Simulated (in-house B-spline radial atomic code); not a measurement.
How numerical settings move a run on Ir IV (Ir3+), [Xe] 4f14 5d6. Computed with a B-spline radial code for spherical atoms: Dirac-Hartree-Fock, average of configuration, Fermi nucleus of rms radius 5.4032 fm.

Command:
```bash
python run_scf.py task.json out
```
Settings of the sound reference run:
```
Z                77
electrons        74
configuration    [Xe] 4f14 5d6
hamiltonian      dirac
method           hf
spin_polarised   False
nucleus          fermi
rms_radius       5.4032
mass_number      193
atomic_mass      192.9629
speed_of_light   137.036
knot_spacing     0.22
spline_order     8
gauss_points     12
box_radius       16.22
max_iterations   70
damping          0.5
damped_steps     3
diis_vectors     10
tolerance        1e-08
start            Thomas-Fermi
```

Run time, properties included: 2.4 s on 1 thread of Arm Neoverse N1, with other jobs on the host.

It converges in 10 iterations to -17844.838488 hartree, with 5d5/2 at -42.4744 eV. The other runs change the listed settings, some to values that make no sense; their results aren't properties of the atom or ion. Radii are in bohr (the nuclear one in fm), a minus after a letter asks for a j subshell, and «unchanged» means within 1e-8 hartree. The run stops when the residual is below 10 × tolerance × max(1, Z/10), or a noise floor if that is larger, and the energy moves by less than 1e-8 × √|E| hartree; so very loose and very tight tolerances often act alike.

| changed settings | outcome |
| --- | --- |
| gauss_points = 16, box_radius = 3.24, max_iterations = 50 | converged in 10 iterations, energy +2.44e-01 hartree from the reference, 5d5/2 level +3.0e+00 eV (the program warns: 5d5/2 reaches the box edge; 5s1/2 reaches the box edge) |
| diis_vectors = 20 | converged in 10 iterations, energy unchanged |
| spin_polarised = True | stopped with error: spin polarisation is not served with the Dirac Hamiltonian |
| knot_spacing = 0.1, first_knot = 0.0039, max_iterations = 12, start = bare nucleus | converged in 11 iterations, energy -1.61e+00 hartree from the reference, 5d5/2 level -7.0e-05 eV |
| first_knot = 1.3e-06 | converged in 9 iterations, energy +1.65e-07 hartree from the reference, 5d5/2 level -7.6e-05 eV |
| first_knot = 1.3e-05 | converged in 10 iterations, energy +1.03e-07 hartree from the reference |
| diis_vectors = 0 | converged in 21 iterations, energy unchanged, 5d5/2 level -1.8e-06 eV |
| spline_order = 5, max_iterations = 60, diis_vectors = 4 | converged in 11 iterations, energy +4.92e-04 hartree from the reference, 5d5/2 level -2.2e-05 eV |
| diis_vectors = 1 | not converged after 70 iterations, last residual 3.1e-05, last energy +1.20e-08 hartree from the reference |
| spline_order = 10 | converged in 10 iterations, energy +1.46e-07 hartree from the reference |
| spline_order = 3 | converged in 10 iterations, energy +6.64e-01 hartree from the reference, 5d5/2 level -1.3e-02 eV |
| spline_order = 7 | converged in 10 iterations, energy +1.28e-06 hartree from the reference |
| first_knot = 0.039, max_iterations = 100, damping = 0.2, damped_steps = 1 | converged in 8 iterations, energy +9.58e+01 hartree from the reference, 5d5/2 level -2.4e-01 eV |
| first_knot = 0.00013 | converged in 10 iterations, energy +1.41e-05 hartree from the reference |
| spline_order = 4 | converged in 10 iterations, energy +1.36e-02 hartree from the reference, 5d5/2 level -4.1e-04 eV |
| spline_order = 6 | converged in 10 iterations, energy +2.56e-05 hartree from the reference, 5d5/2 level -1.1e-06 eV |
| max_iterations = 100, damping = 0.2, tolerance = 1e-10, start = bare nucleus | converged in 13 iterations, energy unchanged, 5d5/2 level -2.2e-06 eV |

**Question.** What happens with first_knot = 0.013?

**Answer.** Converged in 10 iterations, energy +8.74e+00 hartree from the reference, 5d5/2 level -2.1e-02 eV.

**Question.** What happens with first_knot = 0.0039?

**Answer.** Converged in 10 iterations, energy -1.54e+00 hartree from the reference, 5d5/2 level -4.4e-04 eV.

**Question.** What happens with diis_vectors = 2?

**Answer.** Converged in 12 iterations, energy unchanged.

**Question.** What happens with electrons = 75, configuration = [Xe] 4f14 5d6 3f1, max_iterations = 60?

**Answer.** Stopped with error: there is no 3f shell.
